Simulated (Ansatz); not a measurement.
Two isomers of CH5AlF2Si: A = `FC[SiH](F)[AlH2]`, B = `[F][AlH][CH](F)[SiH3]`.

Program: Ansatz. Geometries: PBE0-D4/def2-TZVP. ΔE: electronic, gas phase. CCSD(T)/CBS adds triple-zeta CCSD(T) − MP2 to the extrapolated MP2 energy (def2 sets, frozen cores). DFT in def2-TZVPP. B3LYP here is the variant with VWN-RPA as its local correlation; programs differ in this. Each species was taken in one conformer, which may not be the lowest.

Which is lower in electronic energy at CCSD(T)/CBS, and by how much? (Best estimate.)

The calculation gave: B, by 15.4 kcal/mol.

Give E(B) − E(A) in kcal/mol with PBE-D4, r2SCAN-D4, B2PLYP, HF/def2-TZVPP, B3LYP-D4, B3LYP, CCSD/def2-TZVPP. (Estimate.)

The calculation gave: PBE-D4 -13.4, r2SCAN-D4 -15.2, B2PLYP -15.8, HF/def2-TZVPP -12.5, B3LYP-D4 -15.2, B3LYP -14.9, CCSD/def2-TZVPP -14.8. None reverses the order clearly.

Largest T1 diagnostic: 0.013.

In def2-TZVPP, CCSD(T) changes the Hartree–Fock value by −2.7 kcal/mol (the triples alone add −0.4 kcal/mol) and MP2 by −4.7 kcal/mol.
